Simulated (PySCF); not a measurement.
SMILES CC[SiH2]Br at its GFN2-xTB optimised geometry (Å):

```
11

C      1.0437     0.1594     1.2158
C      0.4434    -0.5416     0.0000
Si    -1.4519    -0.5416     0.0000
Br    -2.1313     1.5735     0.0000
H      2.1313     0.1334     1.1754
H      0.7333     1.2023     1.2547
H      0.7282    -0.3248     2.1385
H      0.7987    -1.5735    -0.0342
H      0.8123    -0.0582    -0.9083
H     -2.0075    -1.1216    -1.2146
H     -2.0127    -1.1161     1.2154
```

Level of theory: B3LYP/def2-TZVP run with PySCF. Cells within 0.4 Å of a nucleus heavier than hydrogen are left out (blank, or x).

Map of the HOMO amplitude (bohr^(-3/2)) on the plane z = 0.0 Å; orbital energy -7.87 eV, overall sign arbitrary:

```
|555555555555555555555555555|
|555555555555555555555555555|
|554455555555555555555555555|
|444445555555555555555555555|
|444444555555555555555555555|
|444444556665555555555555555|
|444433467766555555555555555|
|444322369976655555555555555|
|443210xx7986655555555555555|
|443210xx6986555555555555555|
|443310146776555555555555555|
|444322245665545555554455555|
|444433345554444555555455555|
|444444444543323565555555555|
|44444455xx4221xx66555555555|
|55555555xx3211xx76555555555|
|555555555533224666555555555|
|555555555544345666555555555|
|555555555544445665555555555|
|555555555554455555555555555|
|555555555555555555555555555|
|555555555555555555555555555|
|555555555555555555555555555|
|555555555555555555555555555|
|555555555555555555555555555|
|555555555555555555555555555|
|555555555555555555555555555|
```
Scale: ten equal steps from -0.207 (start of '0') to 0.202 (end of '9'), in the order '0123456789'; x runs from -4.50 to 4.50, y from -4.50 (bottom) to 4.50 (top).
